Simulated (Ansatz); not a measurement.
A run of Ansatz (development build ahead of 0.2.0) on sextet FeO(+) at this shape:

| atom | x (Å) | y (Å) | z (Å) |
| --- | --- | --- | --- |
| Fe | 0.0000 | 0.0000 | 0.0000 |
| O | 0.0000 | 0.0000 | 1.6400 |

Its results:

| Property | Result |
| --- | --- |
| Converged | yes |
| Total energy | -1338.33398 hartree |
| Spin squared of the determinant | 8.750 |
| Stability test | minimum among restricted orbitals |

Problem. Which input gives this output? Name the method, the orbitals and the basis set, and write the input.

Solution. PBE (restricted open-shell) in pcseg-2.

```yaml
crystal:
  periodic: [false, false, false]
  atoms:
    - { symbol: Fe, position_ang: [0.0, 0.0, 0.0] }
    - { symbol: O, position_ang: [0.0, 0.0, 1.64] }
basis:
  gaussian: { orbitals: pcseg-2 }
total_charge: 1
magnetization:
  initial_magnetization: 5
hamiltonian:
  xc: pbe
```

Caution: no unrestricted run beside it, a lower state can exist.
